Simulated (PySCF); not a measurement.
SMILES c1cc(oc1)-c1ccc([SiH3])cc1, GFN2-xTB optimised geometry.

```
22

Si     3.00    -3.21     0.01
C      1.72    -1.82     0.00
C      2.12    -0.49     0.00
C      1.21     0.54     0.00
C     -0.16     0.27     0.00
C     -1.12     1.35     0.00
C     -2.50     1.35     0.00
C     -2.90     2.71     0.00
C     -1.75     3.44     0.00
O     -0.68     2.63     0.00
C     -0.58    -1.06     0.00
C      0.35    -2.08     0.00
H      2.30    -4.49    -0.08
H      3.77    -3.15     1.25
H      3.90    -3.04    -1.13
H      3.18    -0.25     0.00
H      1.54     1.57     0.00
H     -3.14     0.50     0.00
H     -3.90     3.08     0.00
H     -1.57     4.49     0.00
H     -1.63    -1.30     0.00
H      0.01    -3.11     0.00
```

Density from PySCF 2.14.0 with PBE/def2-SVP at that geometry.

Minimum of the electron density along straight lines between bonded atoms, close to the bond critical point (lines longer than 1.1 times the sum of covalent radii, or with two minima, are not listed):

```json
[
 {"bond": "Si1–C2", "length / Å": "1.885", "ρ at the minimum / e bohr⁻³": "0.113", "∇²ρ there / e bohr⁻⁵": "0.32", "position (fraction from the first atom)": "0.38"},
 {"bond": "C2–C3", "length / Å": "1.394", "ρ at the minimum / e bohr⁻³": "0.303", "∇²ρ there / e bohr⁻⁵": "-0.73", "position (fraction from the first atom)": "0.50"},
 {"bond": "C3–C4", "length / Å": "1.379", "ρ at the minimum / e bohr⁻³": "0.312", "∇²ρ there / e bohr⁻⁵": "-0.77", "position (fraction from the first atom)": "0.50"},
 {"bond": "C4–C5", "length / Å": "1.397", "ρ at the minimum / e bohr⁻³": "0.302", "∇²ρ there / e bohr⁻⁵": "-0.73", "position (fraction from the first atom)": "0.50"},
 {"bond": "C5–C6", "length / Å": "1.449", "ρ at the minimum / e bohr⁻³": "0.277", "∇²ρ there / e bohr⁻⁵": "-0.66", "position (fraction from the first atom)": "0.49"},
 {"bond": "C6–C7", "length / Å": "1.374", "ρ at the minimum / e bohr⁻³": "0.316", "∇²ρ there / e bohr⁻⁵": "-0.77", "position (fraction from the first atom)": "0.51"},
 {"bond": "C7–C8", "length / Å": "1.411", "ρ at the minimum / e bohr⁻³": "0.291", "∇²ρ there / e bohr⁻⁵": "-0.66", "position (fraction from the first atom)": "0.50"},
 {"bond": "C8–C9", "length / Å": "1.361", "ρ at the minimum / e bohr⁻³": "0.323", "∇²ρ there / e bohr⁻⁵": "-0.80", "position (fraction from the first atom)": "0.48"},
 {"bond": "C6–O10", "length / Å": "1.355", "ρ at the minimum / e bohr⁻³": "0.284", "∇²ρ there / e bohr⁻⁵": "-0.07", "position (fraction from the first atom)": "0.33"},
 {"bond": "C9–O10", "length / Å": "1.340", "ρ at the minimum / e bohr⁻³": "0.291", "∇²ρ there / e bohr⁻⁵": "0.03", "position (fraction from the first atom)": "0.33"},
 {"bond": "C5–C11", "length / Å": "1.396", "ρ at the minimum / e bohr⁻³": "0.303", "∇²ρ there / e bohr⁻⁵": "-0.73", "position (fraction from the first atom)": "0.51"},
 {"bond": "C2–C12", "length / Å": "1.393", "ρ at the minimum / e bohr⁻³": "0.303", "∇²ρ there / e bohr⁻⁵": "-0.73", "position (fraction from the first atom)": "0.50"},
 {"bond": "C11–C12", "length / Å": "1.380", "ρ at the minimum / e bohr⁻³": "0.311", "∇²ρ there / e bohr⁻⁵": "-0.77", "position (fraction from the first atom)": "0.50"},
 {"bond": "Si1–H13", "length / Å": "1.464", "ρ at the minimum / e bohr⁻³": "0.116", "∇²ρ there / e bohr⁻⁵": "0.32", "position (fraction from the first atom)": "0.49"},
 {"bond": "Si1–H14", "length / Å": "1.466", "ρ at the minimum / e bohr⁻³": "0.116", "∇²ρ there / e bohr⁻⁵": "0.32", "position (fraction from the first atom)": "0.49"},
 {"bond": "Si1–H15", "length / Å": "1.466", "ρ at the minimum / e bohr⁻³": "0.116", "∇²ρ there / e bohr⁻⁵": "0.32", "position (fraction from the first atom)": "0.49"},
 {"bond": "C3–H16", "length / Å": "1.081", "ρ at the minimum / e bohr⁻³": "0.281", "∇²ρ there / e bohr⁻⁵": "-1.04", "position (fraction from the first atom)": "0.63"},
 {"bond": "C4–H17", "length / Å": "1.080", "ρ at the minimum / e bohr⁻³": "0.282", "∇²ρ there / e bohr⁻⁵": "-1.07", "position (fraction from the first atom)": "0.64"},
 {"bond": "C7–H18", "length / Å": "1.070", "ρ at the minimum / e bohr⁻³": "0.283", "∇²ρ there / e bohr⁻⁵": "-1.08", "position (fraction from the first atom)": "0.63"},
 {"bond": "C8–H19", "length / Å": "1.071", "ρ at the minimum / e bohr⁻³": "0.283", "∇²ρ there / e bohr⁻⁵": "-1.08", "position (fraction from the first atom)": "0.64"},
 {"bond": "C9–H20", "length / Å": "1.072", "ρ at the minimum / e bohr⁻³": "0.288", "∇²ρ there / e bohr⁻⁵": "-1.14", "position (fraction from the first atom)": "0.65"},
 {"bond": "C11–H21", "length / Å": "1.079", "ρ at the minimum / e bohr⁻³": "0.281", "∇²ρ there / e bohr⁻⁵": "-1.05", "position (fraction from the first atom)": "0.63"},
 {"bond": "C12–H22", "length / Å": "1.081", "ρ at the minimum / e bohr⁻³": "0.281", "∇²ρ there / e bohr⁻⁵": "-1.05", "position (fraction from the first atom)": "0.63"}
]
```
